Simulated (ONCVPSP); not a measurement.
# Before and after: ONCV potential for nitrogen

```json
{
 "Element": "N (Z = 7)",
 "Generator": "ONCVPSP 4.0.1",
 "Type": "optimised norm-conserving Vanderbilt (ONCV)",
 "Functional": "PBE",
 "Relativity": "scalar-relativistic",
 "Frozen core": "[He]",
 "Valence charge": "5",
 "Reference configuration": "2s2 2p3",
 "Partial waves": "2s: rc 1.10 bohr, ncon 4, nbas 7, qcut 7 1/bohr, 2 projectors, debl 3.1 Ha; 2p: rc 2.05 bohr, ncon 4, nbas 8, qcut 6.4 1/bohr, 2 projectors, debl 3.4 Ha; d scattering state at 0.33 Ha: rc 1.75 bohr, ncon 4, nbas 8, qcut 5.3 1/bohr, 2 projectors, debl 3.6 Ha",
 "Local potential": "polynomial inside 0.95 bohr (lpopt 5, dvloc0 6 Ha)",
 "Core correction": "polynomial model core, fcfact 0.4"
}
```

Change: s: qcut 6.3; p: qcut 5.8; d: qcut 4.8.

Cutoffs: the cutoffs (Ha) at which the residual kinetic energy of the hardest occupied pseudo-wave falls to 1 and 0.1 mHa per electron; they do not see the model core or the augmentation charge, which bear on the density cutoff. Errors are all-electron minus pseudo energies relative to the spin-unpolarised reference configuration.

Question: What does the change do?

Answer: The potential gets harder (24 Ha and 83 Ha → 37 Ha and 91 Ha); of the 4 tests that both files solve, the error grows in 4 and shrinks in 0 by more than 15 % and 0.3 meV (median size 309.3 → 363.4 meV); the range in which the p phases agree narrows (upper end at the end of the scan → 1.1); neither file shows a bound ghost.

| quantity | base | changed |
| --- | --- | --- |
| cutoff, loose | 24 Ha | 37 Ha |
| cutoff, tight | 83 Ha | 91 Ha |
| loose cutoff by channel | s 24 Ha, p 15 Ha | s 37 Ha, p 14 Ha |
| bound ghosts | none | none |
| GHOST(+) flags under 300 eV | none | none |
| error for 2s2 2p2, meV [ΔE 13.59 eV] | +69 | +82 |
| error for 2s2 2p1, meV [ΔE 42.44 eV] | +550 | +645 |
| error for 2s2 2p0, meV [ΔE 89.53 eV] | +2065 | +2397 |
| error for 2s0 2p5, meV [ΔE 23.04 eV] | -44 | -67 |
| s: phases at 1.12 bohr within 0.05 rad from the reference energy up to (Ha; the scan ends near 5) | to the end of the scan | to the end of the scan |
| p: phases at 2.08 bohr within 0.05 rad from the reference energy up to (Ha; the scan ends near 5) | to the end of the scan | 1.1 |
| d: phases at 1.78 bohr within 0.05 rad from the reference energy up to (Ha; the scan ends near 5) | to the end of the scan | to the end of the scan |
| rms error of d²Exc/dni dnj with the model core, mHa | 1.58 | 1.56 |
